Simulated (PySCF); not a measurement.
This PySCF input asks for the NMR shieldings of `CC1(C(=O)F)CCC1`, C₆H₉FO; the geometry comes from GFN2-xTB.

```python
import basis_set_exchange as bse
import numpy as np
from pyscf import gto, dft
from pyscf.prop import nmr

atoms = """
C    -1.197920   -0.843756    0.969278
C    -0.399400    0.012192   -0.008499
C    -1.322820    0.912469   -0.760676
O    -1.532240    1.002253   -1.918478
F    -1.981201    1.758044    0.094296
C     0.785227    0.796829    0.613489
C     1.757836    0.053060   -0.314021
C     0.588857   -0.740256   -0.919834
H    -0.522635   -1.479706    1.536725
H    -1.751844   -0.214538    1.663128
H    -1.901706   -1.476090    0.430629
H     0.741575    1.873876    0.464126
H     0.919826    0.595820    1.673843
H     2.274171    0.694648   -1.023845
H     2.493433   -0.555998    0.206421
H     0.622909   -1.811401   -0.736447
H     0.418934   -0.565415   -1.980045
"""
names = dict.fromkeys(["C", "O", "F", "H"], "pcSseg-1")
basis = {el: gto.basis.parse(bse.get_basis(n, elements=[el], fmt="nwchem")) for el, n in names.items()}
mol = gto.M(atom=atoms, basis=basis, charge=0, verbose=0)
mf = dft.RKS(mol, xc="PBE0")
mf.grids.level = 2
mf.grids.alignment = dft.numint.BLKSIZE   # the property module wants whole blocks of grid points
mf.conv_tol = 1e-9
mf.kernel()

calc = nmr.RKS(mf)   # GIAO
C = mf.mo_coeff
Co = C[:, mf.mo_occ > 0]
resp = mf.gen_response(singlet=True, hermi=2)
def vind(x):   # induced exchange potential for any number of trial vectors
    d = np.einsum("pi,xij,qj->xpq", C, 2 * x.reshape(-1, C.shape[1], Co.shape[1]), Co, optimize=True)
    return np.einsum("xpq,pi,qj->xij", resp(d - d.transpose(0, 2, 1)), C, Co, optimize=True).ravel()
mo1, _ = nmr.rhf.solve_mo1(calc, with_cphf=vind)
sigma = calc.kernel(mo1)
for i, s in enumerate(sigma):   # ppm
    print("%2d %-2s %9.2f" % (i, mol.atom_pure_symbol(i), np.trace(s) / 3))
```

**Question.** What are the results?

**Answer.** 
```
 0 C     160.03
 1 C     145.70
 2 C       9.39
 3 O    -112.29
 4 F     148.38
 5 C     154.31
 6 C     173.99
 7 C     157.77
 8 H      30.28
 9 H      29.98
10 H      30.40
11 H      29.22
12 H      29.61
13 H      29.74
14 H      29.79
15 H      29.86
16 H      28.71
```

These numbers come from an equivalent density-fitted implementation of the same equations, which agrees with the script to about 0.01 ppm for H and up to a few tenths of a ppm for heavy atoms, so last digits may differ.

Size and cost of the density-fitted run: 181 basis functions, 40 s wall time on 1 thread of an Arm Neoverse N1, shared host.
